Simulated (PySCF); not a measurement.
Species: CH₈FNSi₂.
Numbering: `[CH3:1][Si@@:2]([NH2:3])([F:4])[SiH3:5]` (hydrogens: H6, H7, H8 on C1; H9, H10 on N3; H11, H12, H13 on Si5)

Level of theory: PySCF, PBE0-D3(BJ)/def2-SVP geometry optimisation, gas phase.

**Question.** List the bond lengths and angles at this level.

**Answer.** 
```
                     bond  length (pm)   order
                   C1–Si2        186.4  single
                   Si2–N3        171.7  single
                   Si2–F4        164.4  single
                  Si2–Si5        234.1  single
      C1–H6, C1–H7, C1–H8        110.1  single
            N3–H9, N3–H10        101.4  single
Si5–H11, Si5–H12, Si5–H13        149.7  single
```

Bonds in one row agree within 1 pm and their mean is given. Orders are formal, as drawn. A selection of angles:
```
      angle  degrees
  Si2–C1–H6    111.0
   H6–C1–H7    108.6
   H6–C1–H8    108.3
  C1–Si2–N3    109.2
  C1–Si2–F4    106.5
 C1–Si2–Si5    115.0
  N3–Si2–F4    112.6
 N3–Si2–Si5    108.1
 F4–Si2–Si5    105.6
  Si2–N3–H9    120.8
 Si2–N3–H10    120.4
  H9–N3–H10    110.9
Si2–Si5–H11    110.3
Si2–Si5–H12    110.5
H11–Si5–H12    108.1
```

N3 (silicon-bound nitrogen) has angles 120.8°, 120.4° and 110.9°, sum 352.1°, 0.19 Å off the plane of its three neighbours. Si2 (fluorine-bound silicon) is distorted tetrahedral (angles from 105.6° to 115.0°). Si5 (SiH3 silicon) is tetrahedral (angles from 108.1° to 111.2°).

Point group: C1 (no symmetry element, even within 0.4 Å). No frequency check. One conformer, not necessarily the lowest (C1–Si2–N3–H -173° and 41°).
